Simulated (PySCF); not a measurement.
**Correlation energy of W²⁺ (tungsten, charge +2)**

[Xe] 4f14 5d3 6p1, one real determinant (an excited configuration). Computed with PySCF 2.14 in def2-QZVPPD with the def2 core potential (60 electrons), with a scalar-relativistic core potential. Frozen: 5s2 5p6; 4 electrons correlated.

```json
{"level": "CCSD", "correlation energy (mhartree)": "-33.15"}
{"level": "(T)", "correlation energy (mhartree)": "-1.38"}
{"level": "CCSD(T)", "correlation energy (mhartree)": "-34.53"}
```

Diagnostics: T1 = 0.0076, D1 = 0.0203, largest double amplitude 0.113.

The real determinant used has ⟨L²⟩ near 14 against 20 for a pure G term, so it mixes terms. Spin-orbit coupling, absent here, splits the open shell strongly.

Cost of the coupled-cluster step: about 10 core-seconds, for 4 correlated electrons.

The reference is one real determinant that mixes LS terms of this configuration.
